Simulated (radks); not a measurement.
Fractional charge and spin in the 5s shell of caesium: the spin-up occupation runs from 0 to 1 and the spin-down occupation from 0 to 1; the fullest corner is Cs3+, [Kr] 4d10 5p(up 2, down 2) 5s(up 1, down 1). All-electron calculation, scalar-relativistic Kohn-Sham, r2SCAN, spin-polarised, spherical densities, finite nucleus; meta-GGA in the generalised Kohn-Sham scheme; Fermi nuclear charge, rms radius of each element as measured or else 0.836 A^(1/3) + 0.57 fm. Program: a radial shooting solver on a logarithmic mesh with Libxc functionals. Energy (eV) above the fullest corner. The planes named below are the two flat planes that join the four corners, with an edge along up + down = one added electron.

down \ up,0,0.25,0.5,0.75,1
0,134.634,114.970,96.058,77.900,60.498
0.25,114.970,96.181,78.137,60.840,44.291
0.5,96.058,78.137,60.954,44.510,28.805
0.75,77.900,60.840,44.510,28.911,14.042
1,60.498,44.291,28.805,14.042,0.000

Corners above the fullest one (they belong to Cs4+ and the next ion): (up 1, down 0) 60.498 eV, (up 0, down 1) 60.498 eV, (up 0, down 0) 134.63 eV. With half an added electron in each spin the energy lies 0.456 eV from the planes, and with half an added electron in spin up alone -1.508 eV. The planes are only a guide here: the flat-plane condition holds for ground states with one frontier orbital, while this shell lies below other occupied shells, so the corners above the fullest one are inner-hole states and not the ground states of those ions.
